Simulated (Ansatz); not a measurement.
Ansatz (a quantum-chemistry and plane-wave program) input (CCSD(T)/def2-SVP):

Ansatz 0.2 input:
```yaml
crystal:
  periodic: [false, false, false]
  atoms:
    - {symbol: Cd, position_ang: [0.00000000, 0.00000000, 0.00000000]}
    - {symbol: F, position_ang: [-0.00000000, -0.00000000, -1.93349430]}
    - {symbol: F, position_ang: [0.00000000, 0.00000000, 1.93349430]}
basis:
  gaussian:
    orbitals: def2-SVP
magnetization: {spin_polarized: false}
correlation: {method: ccsd_t, electrons: outside_noble_gas}
```

End of the output:

```
integrals: 0.03 GiB planned
584 factors; integrals over basis functions are off by at most 6.2e-4 eV
mean field: 0.14 GiB planned
mean field evaluation 1: about -9943.9971 eV, gradient 4.3e1 eV
mean field evaluation 2: about -9944.1871 eV, gradient 4.3e1 eV
mean field evaluation 4: about -9947.4011 eV, gradient 1.5e0 eV
mean field evaluation 8: about -9947.4266 eV, gradient 1.0e-4 eV
mean field evaluation 16: about -9947.0903 eV, gradient 1.4e0 eV
mean field -9947.42658010 eV, -365.5611842108 hartree, gradient 2.4e-6 eV, S^2 0.000000; 0 other end points of the search recorded, 0 dependent functions left out
6 core orbitals not correlated
reference -9947.42658010 eV, -365.5611842108 hartree; 13, 13 occupied and 40, 40 virtual orbitals, 584 factors
second order -17.78801986 eV of doubles, -0.00000000 eV of singles
coupled cluster: 0.10 GiB planned
cycle   1  -17.16204456 eV  change    6.3e-1 eV  update   1.2e-1
cycle   2  -17.49932322 eV  change   -3.4e-1 eV  update   4.3e-2
cycle   3  -17.61061332 eV  change   -1.1e-1 eV  update   2.7e-2
cycle   4  -17.60724763 eV  change    3.4e-3 eV  update   7.8e-3
cycle   5  -17.59299190 eV  change    1.4e-2 eV  update   2.4e-3
cycle   6  -17.59303243 eV  change   -4.1e-5 eV  update   9.3e-4
cycle   7  -17.59383454 eV  change   -8.0e-4 eV  update   3.4e-4
cycle   8  -17.59376443 eV  change    7.0e-5 eV  update   1.4e-4
cycle   9  -17.59374517 eV  change    1.9e-5 eV  update   5.5e-5
cycle  10  -17.59380642 eV  change   -6.1e-5 eV  update   1.4e-5
cycle  11  -17.59379430 eV  change    1.2e-5 eV  update   3.6e-6
perturbative correction -0.28291188 eV, -0.0103968197 hartree
Total energy: -9965.30328627 eV, -366.2181410454 hartree
```
